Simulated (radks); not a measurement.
Results of a calculation; reference values are marked as such.
The carbon ion C+ inside a hard spherical wall (all orbitals vanish at R), configuration held at [He] 2s2 2p1 and not refilled when levels cross. Code: a radial shooting solver on a logarithmic mesh with Libxc functionals. Model: non-relativistic Kohn-Sham, LDA (Slater exchange, Perdew-Wang correlation), spin-polarised, spherical densities, point nucleus; open shells are filled with parallel spins first. Eigenvalues in eV for spin up, with the zero of energy where the potential of the charges vanishes at infinity; a dash marks a level that is unbound or too diffuse for the functional's potential to be trusted. A positive occupied level is held by the wall or, in an anion where self-interaction has pushed it up, behind a barrier. The pressure on the wall is -dE/dV.

R (bohr)  E (hartree)  kinetic (hartree)    e(1s)    e(2s)    e(2p)  e(3s, empty)  e(3p, empty)  pressure (GPa)
free        -37.03599             36.830  -285.84  -26.286  -17.822        -4.987        -3.444               0
20          -37.03599             36.830  -285.84  -26.286  -17.822        -4.987        -3.444        < 0.0001
15          -37.03599             36.830  -285.84  -26.286  -17.822        -4.986        -3.437        < 0.0001
12          -37.03599             36.830  -285.84  -26.286  -17.822        -4.972        -3.383        < 0.0001
7           -37.03595             36.830  -285.83  -26.283  -17.818        -4.016        -1.870         0.00434
5           -37.03293             36.859  -285.62  -26.154  -17.657         0.310         3.080           0.609
4           -37.01088             37.012  -284.65  -25.528  -16.900         8.532        11.257            7.65
3           -36.83761             37.850  -280.35  -22.177  -13.204        33.750        33.949             106
2.5         -36.47789             39.170  -274.75  -16.611   -7.660        65.233        60.479             436
2           -35.41729             42.281  -264.10   -2.261    5.096        132.16        114.04            2080
1.5         -31.90902             50.578  -243.16   41.203   38.281        297.76        239.53           13100
